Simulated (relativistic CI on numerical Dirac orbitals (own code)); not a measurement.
Magnetism of Co⁺, 3d8, in a crystal field

Calculated by Dirac-Coulomb-Breit CI, separate exchange-only KLI orbitals for each configuration, a model potential for QED, valence Slater integrals scaled by 0.75, one configuration in a parametric crystal field (own radial code).

Field parameters in Wybourne normalisation: D4h B²₀ = −7Ds, B⁴₀ = 21(Dq − Dt), B⁴₄ = 21√(5/14) Dq. The field is a parameter set, without covalency.

S is read from ⟨S²⟩ = S(S + 1).

Powder χT (cm³ K mol⁻¹) by Van Vleck's formula, with temperature-independent terms:

| Field | 2 K | 5 K | 10 K | 20 K | 50 K | 100 K | 200 K | 300 K |
| --- | --- | --- | --- | --- | --- | --- | --- | --- |
| D4h, 10Dq = 14550, Ds = -1500, Dt = -70 cm⁻¹ | 1.12 | 1.12 | 1.12 | 1.13 | 1.13 | 1.14 | 1.15 | 1.16 |
| D4h, 10Dq = 14550, Ds = -1090, Dt = -70 cm⁻¹ | 1.12 | 1.12 | 1.12 | 1.12 | 1.13 | 1.14 | 1.15 | 1.16 |
| D4h, 10Dq = 14550, Ds = -680, Dt = -70 cm⁻¹ | 1.12 | 1.12 | 1.12 | 1.12 | 1.13 | 1.13 | 1.15 | 1.16 |
| D4h, 10Dq = 14550, Ds = -270, Dt = -70 cm⁻¹ | 1.12 | 1.12 | 1.12 | 1.12 | 1.13 | 1.13 | 1.15 | 1.16 |
| D4h, 10Dq = 14550, Ds = 140, Dt = -70 cm⁻¹ | 1.12 | 1.12 | 1.12 | 1.12 | 1.13 | 1.13 | 1.15 | 1.16 |
| D4h, 10Dq = 14550, Ds = 550, Dt = -70 cm⁻¹ | 1.12 | 1.12 | 1.12 | 1.12 | 1.13 | 1.13 | 1.15 | 1.16 |
| D4h, 10Dq = 14550, Ds = 950, Dt = -70 cm⁻¹ | 1.12 | 1.12 | 1.12 | 1.12 | 1.13 | 1.13 | 1.15 | 1.16 |
| D4h, 10Dq = 14550, Ds = 1360, Dt = -70 cm⁻¹ | 1.12 | 1.12 | 1.12 | 1.12 | 1.13 | 1.14 | 1.15 | 1.16 |

Problem. For D4h, 10Dq = 14550, Ds = 550, Dt = -70 cm⁻¹: what effective moment follows at 300 K?

Solution. μ_eff = √(8χT) = 3.05 μB. The ground level has S = 1.00; the spin-only moment for S = 1 is 2.83 μB. The difference comes from the orbital moment, spin-orbit mixing of terms and temperature-independent paramagnetism, all larger in this ionic model than in covalent complexes.
